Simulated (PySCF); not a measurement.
PbS (SMILES [S]=[Pb]), singlet, geometry from GFN2-xTB (such geometries of metal compounds can be far from the true shape) (core potentials on Pb); M062X/def2-SVP (PySCF).

Input for PySCF:
```python
from pyscf import gto, scf, dft

mol = gto.Mole()
mol.atom = '''
    Pb   -0.000000   -0.000000   -0.376514
    S     0.000000    0.000000    1.929635
'''
mol.basis = 'def2-svp'
mol.ecp = {'Pb': 'def2-svp'}
mol.charge = 0
mol.spin = 0
mol.verbose = 4
mol.build()

mf = dft.RKS(mol)
mf.xc = 'm062x'
mf.kernel()
```

Problem. Write the output that PySCF gives for this input, abridged.

Solution. 
```
PySCF version 2.14.0

[INPUT] verbose = 4
[INPUT] num. atoms = 2
[INPUT] num. electrons = 38
[INPUT] charge = 0
[INPUT] spin (= nelec alpha-beta = 2S) = 0
[INPUT] symmetry False subgroup None
[INPUT] Mole.unit = angstrom
[INPUT] Symbol           X                Y                Z      unit          X                Y                Z       unit  Magmom
[INPUT]  1 Pb     0.000000000000   0.000000000000  -0.376514000000 AA    0.000000000000   0.000000000000  -0.711508342064 Bohr   0.0
[INPUT]  2 S      0.000000000000   0.000000000000   1.929635000000 AA    0.000000000000   0.000000000000   3.646481670375 Bohr   0.0

nuclear repulsion = 80.7711809791302
number of shells = 18
number of NR pGTOs = 97
number of NR cGTOs = 44
basis = def2-svp
ecp = {'Pb': 'def2-svp'}

******** <class 'pyscf.dft.rks.RKS'> ********
method = RKS
initial guess = minao
damping factor = 0
level_shift factor = 0
DIIS = <class 'pyscf.scf.diis.CDIIS'>
diis_start_cycle = 1
diis_space = 8
diis_damp = 0
SCF conv_tol = 1e-09
SCF conv_tol_grad = None
SCF max_cycles = 50
direct_scf = True
direct_scf_tol = 1e-13
XC library pyscf.dft.libxc version 7.1.2
    S. Lehtola, C. Steigemann, M. J. T. Oliveira, and M. A. L. Marques,  SoftwareX 7, 1–5 (2018)
XC functionals = m062x
    Y. Zhao and D. G. Truhlar,  Theor. Chem. Acc. 120, 215 (2008)
    Y. Zhao and D. G. Truhlar,  Theor. Chem. Acc. 120, 215 (2008)
radial grids:
    Treutler-Ahlrichs [JCP 102, 346 (1995); DOI:10.1063/1.469408] (M4) radial grids

becke partition: Becke, JCP 88, 2547 (1988); DOI:10.1063/1.454033
pruning grids: <function nwchem_prune>
grids dens level: 3
symmetrized grids: False
atomic radii adjust function: <function treutler_atomic_radii_adjust>
small_rho_cutoff = 0
Set gradient conv threshold to 3.16228e-05
Initial guess from minao.
tot grids = 42112
init E= -566.865889828981
  HOMO = -0.708760589635522  LUMO = -0.568306287548813  gap/eV = 3.82196
cycle= 1 E= -589.47557477336  delta_E= -22.6  |g|= 2.04  |ddm|= 13.2
  HOMO = -0.119780346351249  LUMO = 0.0790476257702662  gap/eV = 5.41038
cycle= 2 E= -589.089850921664  delta_E= 0.386  |g|= 2.49  |ddm|= 6.36
  HOMO = -0.239986493916548  LUMO = -0.0248355791328732  gap/eV = 5.85455
cycle= 3 E= -590.802161371195  delta_E= -1.71  |g|= 0.253  |ddm|=  3.2
  HOMO = -0.276422533049849  LUMO = -0.05326023815057  gap/eV = 6.07256
cycle= 4 E= -590.826270952555  delta_E= -0.0241  |g|= 0.0195  |ddm|= 0.497
  HOMO = -0.285016397412447  LUMO = -0.0522539804912964  gap/eV = 6.33379
cycle= 5 E= -590.826493313361  delta_E= -0.000222  |g|= 0.0157  |ddm|= 0.062
  HOMO = -0.282110031032156  LUMO = -0.0519397709239281  gap/eV = 6.26325
cycle= 6 E= -590.826590844305  delta_E= -9.75e-05  |g|= 0.00334  |ddm|= 0.0273
  HOMO = -0.282753638995989  LUMO = -0.0523983693890638  gap/eV = 6.26829
cycle= 7 E= -590.826598464555  delta_E= -7.62e-06  |g|= 0.000635  |ddm|= 0.00849
  HOMO = -0.28276121842052  LUMO = -0.0524057085403604  gap/eV = 6.26829
cycle= 8 E= -590.826599056351  delta_E= -5.92e-07  |g|= 0.000193  |ddm|= 0.00352
  HOMO = -0.2827391249772  LUMO = -0.0523991661268172  gap/eV = 6.26787
cycle= 9 E= -590.826599077175  delta_E= -2.08e-08  |g|= 1.76e-05  |ddm|= 0.000596
  HOMO = -0.282740612592817  LUMO = -0.052399654349908  gap/eV = 6.26790
cycle= 10 E= -590.826599077308  delta_E= -1.33e-10  |g|= 3.94e-06  |ddm|= 3.37e-05
  HOMO = -0.282741656335369  LUMO = -0.0524006139420924  gap/eV = 6.26790
Extra cycle  E= -590.826599077313  delta_E= -5e-12  |g|= 2.34e-06  |ddm|= 1.13e-05
converged SCF energy = -590.826599077313
```
